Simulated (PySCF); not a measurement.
Job file and geometry (Å, from GFN2-xTB) of an NMR shielding run on `C(C#C)B(N)SCC`, C5H10BNS, PySCF, GIAO PBE0/pcSseg-1 NMR shielding, non-relativistic, gas phase; density fitting, a coarse starting grid and PySCF grid level 2 are the driver's defaults:

```
$ OMP_NUM_THREADS=1 python probes_run.py task.json out

{"job": {"kind": "nmr", "xc": "PBE0", "basis": "pcSseg-1"}, "charge": 0, "multiplicity": 1}
C     -4.219106    -0.256005    -0.194566
C     -3.244279    -0.108930     0.485356
C     -2.029340     0.065389     1.250461
B     -0.712199     0.114454     0.341628
N     -0.814284     0.309659    -1.026719
S      0.876418    -0.075615     1.186513
C      2.112108     0.011771    -0.174983
C      3.508176    -0.186341     0.383738
H     -5.096644    -0.390207    -0.753111
H     -2.113325     0.994498     1.823699
H     -1.960598    -0.741489     1.985485
H     -1.715506     0.392100    -1.468411
H     -0.048766     0.365165    -1.676249
H      1.868696    -0.772314    -0.892930
H      2.020409     0.990876    -0.646942
H      3.582323    -1.152854     0.875643
H      4.243134    -0.140818    -0.417831
H      3.734024     0.586978     1.113281
```

Question: Write the output of this run.

Answer: 
```
coarse grid: 15408 points
cycle   1  E = -673.7192134898  dE =  8.874e-01  |g| = 5.075e-01  |ddm| = 3.900e+00
cycle   2  E = -673.7253824537  dE = -6.169e-03  |g| = 5.097e-01  |ddm| = 1.048e+00
cycle   3  E = -673.7844628004  dE = -5.908e-02  |g| = 8.266e-02  |ddm| = 4.306e-01
cycle   4  E = -673.7858882647  dE = -1.425e-03  |g| = 2.859e-02  |ddm| = 9.279e-02
cycle   5  E = -673.7860690544  dE = -1.808e-04  |g| = 4.780e-03  |ddm| = 2.658e-02
cycle   6  E = -673.7860733797  dE = -4.325e-06  |g| = 1.997e-03  |ddm| = 5.135e-03
final grid: 143712 points
cycle   7  E = -673.8333429762  dE = -5.082e-05  |g| = 1.062e-02  |ddm| = 4.657e-02
cycle   8  E = -673.8333283798  dE =  1.460e-05  |g| = 1.322e-02  |ddm| = 1.876e-02
cycle   9  E = -673.8333693333  dE = -4.095e-05  |g| = 1.710e-03  |ddm| = 1.102e-02
cycle  10  E = -673.8333700496  dE = -7.164e-07  |g| = 4.639e-04  |ddm| = 1.698e-03
cycle  11  E = -673.8333700923  dE = -4.267e-08  |g| = 2.211e-04  |ddm| = 4.994e-04
cycle  12  E = -673.8333701035  dE = -1.121e-08  |g| = 4.152e-05  |ddm| = 1.649e-04
cycle  13  E = -673.8333701039  dE = -4.275e-10  |g| = 1.018e-05  |ddm| = 5.106e-05
converged SCF energy = -673.8333701039

GIAO shielding tensors (ppm)
atom      isotropic    diamagn.    paramagn.     s11        s22        s33       span
  0 C      113.313     255.567    -142.255     39.696     42.610    257.632    217.935
  1 C       98.784     261.452    -162.668     -2.903      5.109    294.147    297.050
  2 C      177.077     252.683     -75.606    166.330    170.493    194.408     28.078
  3 B       61.322     193.394    -132.073     27.334     43.898    112.733     85.398
  4 N      168.948     320.565    -151.616     92.907    191.319    222.619    129.712
  5 S      537.484    1061.265    -523.781    396.266    499.899    716.287    320.021
  6 C      158.489     255.000     -96.511    141.761    160.539    173.168     31.407
  7 C      170.447     244.624     -74.177    157.288    165.730    188.322     31.033
  8 H       30.383      33.383      -3.000     24.718     25.292     41.139     16.422
  9 H       29.706      27.004       2.702     23.717     29.866     35.536     11.819
 10 H       29.662      28.102       1.560     23.396     30.665     34.923     11.527
 11 H       27.052      33.235      -6.182     20.298     26.237     34.622     14.324
 12 H       28.103      34.786      -6.682     21.286     28.562     34.462     13.175
 13 H       29.190      34.515      -5.324     23.251     29.764     34.557     11.306
 14 H       29.172      34.042      -4.871     23.256     29.486     34.772     11.516
 15 H       30.339      28.622       1.716     25.707     28.838     36.470     10.762
 16 H       30.287      26.872       3.415     25.123     27.424     38.314     13.191
 17 H       30.344      28.413       1.931     25.719     28.745     36.569     10.851
```

Size and cost of the density-fitted run: 193 basis functions, 55 s wall time on 1 thread of an Arm Neoverse N1, shared host; peak memory 0.85 GiB.
